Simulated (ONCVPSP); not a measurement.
# rhenium (Re): excitation energies, all-electron against ONCV

* Element: Re
* Generator: ONCVPSP 4.0.1
* Type: optimised norm-conserving Vanderbilt (ONCV)
* Functional: PBEsol
* Relativity: scalar-relativistic
* Frozen core: [Kr] 4d10 4f14
* Valence charge: 15
* Reference configuration: 5s2 5p6 5d6 6s1
* Partial waves: 5s+6s: rc 1.50 bohr, ncon 4, nbas 8, qcut 9.1 1/bohr, 2 projectors; 5p: rc 1.50 bohr, ncon 4, nbas 7, qcut 7.3 1/bohr, 2 projectors, debl 3 Ha; 5d: rc 2.30 bohr, ncon 4, nbas 8, qcut 6.4 1/bohr, 2 projectors, debl 3.5 Ha
* Local potential: polynomial inside 1.40 bohr (lpopt 2, dvloc0 0 Ha)
* Core correction: Teter function, fcfact 1.5, rcfact 1.3

Energies are relative to the spin-unpolarised reference configuration 5s2 5p6 5d6 6s1; without spin polarisation the order of configurations can differ from experiment.

```tsv
valence configuration	charge	ΔE all-electron (eV)	error AE − PS (meV)
5s2 5p6 5d5 6s2	0	-0.950	+4.2
5s2 5p6 5d5 6s1	+1	8.343	+0.6
5s2 5p6 5d5 6s0	+2	24.687	-3.9
5s2 5p6 5d4 6s2 6p1	0	4.154	+7.9
```

Levels in the configuration 5s2 5p6 5d4 6s2 6p1:

| level | all-electron (eV) | pseudo (eV) |
| --- | --- | --- |
| 5s | -89.494 | -89.488 |
| 5p | -51.049 | -51.049 |
| 5d | -8.519 | -8.517 |
| 6s | -7.803 | -7.804 |
| 6p | -2.396 | -2.396 |
